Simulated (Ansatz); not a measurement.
Reaction (redistribution): `F[SiH2]N[SiH2][SiH3]` + `BCSCF` → `BCS[SiH2]F` + `FCN[SiH2][SiH3]`

Isolated molecules relaxed with PBE0-D4/def2-TZVP in Ansatz; ΔE leaves out vibrations. CCSD(T)/CBS adds triple-zeta CCSD(T) − MP2 to the extrapolated MP2 energy (def2 sets, frozen cores). Functionals use def2-TZVPP. B3LYP here is the variant with VWN-RPA as its local correlation; programs differ in this. Each species was taken in one conformer, which may not be the lowest.

| species | B3LYP-D4 energy (Eh) |
| --- | --- |
| `F[SiH2]N[SiH2][SiH3]` | -1028.18415 |
| `BCSCF` | -602.80887 |
| `BCS[SiH2]F` | -854.30892 |
| `FCN[SiH2][SiH3]` | -776.67871 |

(1) Work out ΔE.

Largest T1 diagnostic among the species: 0.012.

Results:

(1) ΔE = (-854.30892) + (-776.67871) − (-1028.18415) − (-602.80887) = 0.00539 Eh = +3.4 kcal/mol. CCSD(T)/CBS gives +4.4 kcal/mol.
